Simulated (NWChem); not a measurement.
CH₅NOSi, singlet; SMILES CO[Si]N

```xyz
9

Si     0.7469    -0.8109     0.0000
O      0.6334     0.8613     0.0000
C     -0.4772     1.7073     0.0000
H     -1.1118     1.5604     0.8940
H     -0.1367     2.7545     0.0000
H     -1.1118     1.5604    -0.8940
N     -0.9189    -1.2741     0.0000
H     -1.7423    -0.6787     0.0000
H     -1.1739    -2.2566     0.0000
```
Atoms are numbered in this order, from 1.

All runs: NWChem. Low-valent species are run as closed-shell singlets; no triplet was tried in these runs. The geometry was optimised at PBE0/def2-SVP. Level: M06-2X/def2-SVP with SMD (1 M gas to 1 M solution), gas-phase geometry. Reactions with the solvent are ignored.

Problem. Order these by “cavity-dispersion-structure term (kcal/mol)”, lowest first: cyclohexane; water; dimethyl sulfoxide.

Solution. cyclohexane (0.1), dimethyl sulfoxide (1.2), water (2.8)
